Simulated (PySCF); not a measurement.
Geometry:
| atom | x (Å) | y (Å) | z (Å) |
| --- | --- | --- | --- |
| B1 | 0.524 | 0.908 | 0.003 |
| Cl2 | 2.271 | 0.913 | 0.058 |
| Cl3 | -0.340 | 2.426 | -0.044 |
| C4 | -0.234 | -0.402 | -0.002 |
| C5 | -0.841 | -1.457 | -0.006 |
| H6 | -1.379 | -2.388 | -0.009 |

Geometry: PBE0-D3(BJ)/def2-SVP; GIAO shifts from PySCF, gas phase, non-relativistic, averaged over equivalent atoms.

At B3LYP/pcSseg-1 (104 basis functions, 5.2 s wall time on 1 thread of an x86-64 server CPU, shared host):
| atoms | δ (ppm) |
| --- | --- |
| B1 | 46.0 |
| Cl2/Cl3 | 294.8 |
| C5 | 111.6 |
| C4 | 89.2 |
| H6 | 3.62 |

Shifts are taken against calculated references (same method and geometry level): 11B (σref 97.83) vs BF3·OEt2; 35Cl (σref 930.46) vs HCl; 13C (σref 179.24) and 1H (σref 31.38) against TMS.

**Question.** What do these become at PBE0/pcSseg-1?

**Answer.** 
```tsv
atoms	δ at PBE0/pcSseg-1	change
B1	44.4	-1.6
Cl2/Cl3	296.4	+1.6
C5	114.3	+2.7
C4	89.8	+0.6
H6	3.74	+0.12
```

Shifts are taken against calculated references (same method and geometry level): 11B (σref 100.73) vs BF3·OEt2; 35Cl (σref 943.27) vs HCl; TMS for 13C (σref 184.41) and 1H (σref 31.27).

The largest change is at C5 (carbon bonded to C, H). Cost: 104 basis functions, 7.1 s wall time on 1 thread of an x86-64 server CPU, shared host.

A carbon bonded to boron is broadened by the quadrupolar boron nucleus and is often missing from a measured spectrum.
